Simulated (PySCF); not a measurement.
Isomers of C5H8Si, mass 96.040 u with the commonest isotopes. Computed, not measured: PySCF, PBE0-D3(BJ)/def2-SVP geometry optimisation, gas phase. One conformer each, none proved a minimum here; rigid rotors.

Question: Order these by out-of-plane moment Σ m c² = (Ia + Ib − Ic)/2, smallest first.
A. `[CH:1]#[C:2][CH:3]1[CH2:4][SiH2:5][CH2:6]1` with C2–C3–C4–Si5 -149°, C3–C4–Si5–C6 19°, C4–Si5–C6–C3 -19°, C2–C3–C6–Si5 149°
B. `C#C[C@]1(C)C[SiH2]1`
C. `[CH:1]#[C:2][CH2:3][C:4](=[CH2:5])[SiH3:6]` with C2–C3–C4–C5 -130°

Answer: A (12.62 u·Å²), C (16.31 u·Å²), B (34.59 u·Å²).

Question: Order these by rotational constant A, largest first.
A. `[CH:1]#[C:2][CH:3]1[CH2:4][SiH2:5][CH2:6]1` with C2–C3–C4–Si5 -149°, C3–C4–Si5–C6 19°, C4–Si5–C6–C3 -19°, C2–C3–C6–Si5 149°
B. `[CH:1]#[C:2][CH2:3][C:4](=[CH2:5])[SiH3:6]` with C2–C3–C4–C5 -130°
C. `C#C[C@]1(C)C[SiH2]1`

Answer: A (8390 MHz), C (4160 MHz), B (3933 MHz).

Question: Order these by dipole moment, smallest first.
A. `[C@@]1(C#C)(C)C[SiH2]1`
B. `[CH:1]#[C:2][CH:3]1[CH2:4][SiH2:5][CH2:6]1` with C2–C3–C4–Si5 -149°, C3–C4–Si5–C6 19°, C4–Si5–C6–C3 -19°, C2–C3–C6–Si5 149°
C. `[CH:1]#[C:2][CH2:3][C:4](=[CH2:5])[SiH3:6]` with C2–C3–C4–C5 -130°

Answer: B (0.38 D), C (0.83 D), A (0.98 D).

```json
{"SMILES": "C#CC1C[SiH2]C1", "point group": "Cs", "Ia (u·Å²)": "60.23", "Ib (u·Å²)": "300.10", "Ic (u·Å²)": "335.08", "κ": "-0.95", "μa (D)": "0.38", "μb (D)": "0.00", "μc (D)": "0.04"}
{"SMILES": "C#CCC(=C)[SiH3]", "point group": "C1", "Ia (u·Å²)": "128.49", "Ib (u·Å²)": "247.22", "Ic (u·Å²)": "343.09", "κ": "-0.54", "μa (D)": "0.09", "μb (D)": "0.81", "μc (D)": "0.15"}
{"SMILES": "C#C[C@]1(C)C[SiH2]1", "point group": "C1", "Ia (u·Å²)": "121.48", "Ib (u·Å²)": "217.68", "Ic (u·Å²)": "269.99", "κ": "-0.61", "μa (D)": "0.96", "μb (D)": "0.20", "μc (D)": "0.00"}
```
